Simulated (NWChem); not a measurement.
# C3H2IN; SMILES C(/C=C\I)#N

Results from NWChem. Geometry: optimised at PBE-D3(BJ)/def2-SVP. def2 effective core potentials on I; no spin-orbit coupling. Level SCAN/def2-SVP: energy and gradient on several grids; changes count from the extra-fine grid, which is no exact limit either.

```
grid     size of the energy change (μHa)  largest change of a gradient component (μHa/bohr)  time, medium = 1 (rough)
-------  -------------------------------  -------------------------------------------------  ------------------------
xcoarse                             4000                                              10000                   about 1
coarse                              1000                                               3000                   about 1
medium                              6000                                               2000                   about 1
fine                                 200                                               2000                   about 1
xfine                               < 10                                               < 30                         2
```
